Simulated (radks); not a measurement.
Effect of the nuclear size on the praseodymium ion Pr+, [Xe] 4f3 6s1. All-electron calculation, Dirac Kohn-Sham, relativistic LDA (MacDonald-Vosko exchange, VWN5 correlation), spin-unpolarised, spherical densities, finite nucleus; open shells are shared between the two j in proportion to 2j + 1; Fermi nuclear charge, rms radius 4.8919 fm. Program: a radial shooting solver on a logarithmic mesh with Libxc functionals. The rms radius is varied about that value; shifts are against it.

rms radius (fm)	total energy shift (eV)	density at nucleus (e/bohr^3)	1s1/2 shift (meV)	2s1/2 shift (meV)	5s1/2 shift (meV)	5p1/2 shift (meV)	6s1/2 shift (meV)	4f7/2 shift (meV)	6p1/2 (empty) shift (meV)
4.3489	-2.41	4.222e+05	-994	-123	-0.921	0.096	-0.094	0.170	0.030
4.5348	-1.61	4.185e+05	-664	-82.0	-0.615	0.064	-0.063	0.113	0.020
4.8919	0	4.117e+05	0.000	0.000	0.000	0.000	0.000	0.000	0.000
5.0582	0.782	4.088e+05	323	39.9	0.299	-0.031	0.031	-0.055	-0.010
6.0024	5.61	3.94e+05	2310	286	2.14	-0.223	0.219	-0.395	-0.070

Slopes of the eigenvalues against <r^2> in GHz/fm^2, as finite differences over the two radii next to the reference (eigenvalue slopes, not the field-shift constants of lines): 1s1/2 47500, 2s1/2 5870, 5s1/2 44.0, 5p1/2 -4.58, 6s1/2 4.50, 4f7/2 -8.11, 6p1/2 (empty) -1.43.
